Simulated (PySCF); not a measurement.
Electric properties by functional and basis

Species: CH7AlFN.
SMILES: `[CH3][Al@H-]([NH3+])[F]`

PySCF, dipoles from the SCF density, polarisabilities from static response with core orbitals frozen. Geometry: PBE0-D3(BJ)/def2-SVP; no solvent, vibrations or thermal averaging.

The anisotropy is √(½[(α1 − α2)² + (α2 − α3)² + (α3 − α1)²]).

```json
{"level": "LDA/def2-SVPD", "μ (D)": "5.492", "α (au)": "55.53", "anisotropy (au)": "8.99"}
{"level": "PBE/def2-SVPD", "μ (D)": "5.447", "α (au)": "54.56", "anisotropy (au)": "8.58"}
{"level": "B3LYP/def2-SVPD", "μ (D)": "5.515", "α (au)": "52.02", "anisotropy (au)": "7.84"}
{"level": "PBE0/def2-SVPD", "μ (D)": "5.535", "α (au)": "51.48", "anisotropy (au)": "7.68"}
{"level": "BHandHLYP/def2-SVPD", "μ (D)": "5.593", "α (au)": "49.20", "anisotropy (au)": "6.97"}
{"level": "CAM-B3LYP/def2-SVPD", "μ (D)": "5.565", "α (au)": "51.07", "anisotropy (au)": "7.25"}
{"level": "wB97X-D/def2-SVPD", "μ (D)": "5.555", "α (au)": "51.09", "anisotropy (au)": "7.35"}
{"level": "LC-wPBE/def2-SVPD", "μ (D)": "5.605", "α (au)": "49.83", "anisotropy (au)": "6.54"}
{"level": "HF/def2-SVPD", "μ (D)": "5.683", "α (au)": "46.30", "anisotropy (au)": "5.92"}
{"level": "PBE0/6-31G*", "μ (D)": "5.675", "α (au)": "39.96", "anisotropy (au)": "5.23"}
{"level": "PBE0/6-31+G*", "μ (D)": "5.670", "α (au)": "46.56", "anisotropy (au)": "7.81"}
{"level": "PBE0/def2-SVP", "μ (D)": "5.694", "α (au)": "40.94", "anisotropy (au)": "5.91"}
{"level": "PBE0/aug-cc-pVDZ", "μ (D)": "5.479", "α (au)": "52.67", "anisotropy (au)": "8.33"}
{"level": "PBE0/def2-TZVP", "μ (D)": "5.532", "α (au)": "48.21", "anisotropy (au)": "7.22"}
{"level": "PBE0/def2-TZVPD", "μ (D)": "5.470", "α (au)": "52.47", "anisotropy (au)": "8.05"}
```

The dipole runs from 5.45 D (PBE/def2-SVPD) to 5.69 D (PBE0/def2-SVP). No reference polarisability is at hand; against PBE0 in the largest diffuse basis at hand (def2-TZVPD) the other PBE0 rows deviate by 6-31G* -24%, 6-31+G* -11%, def2-SVP -22%, def2-SVPD -2%, aug-cc-pVDZ 0%, def2-TZVP -8%. In one basis (def2-SVPD) the functionals order the polarisability from HF (lowest) to LDA (highest), a spread of 20%. With PBE0 the polarisability is 43.04 au without diffuse functions (mean of 6-31G*, def2-SVP and def2-TZVP) and 50.79 au with them (mean of 6-31+G*, def2-SVPD, aug-cc-pVDZ and def2-TZVPD).

Without π bonds the low states are Rydberg-like; a valence basis with one diffuse set may place them up to an eV too high.
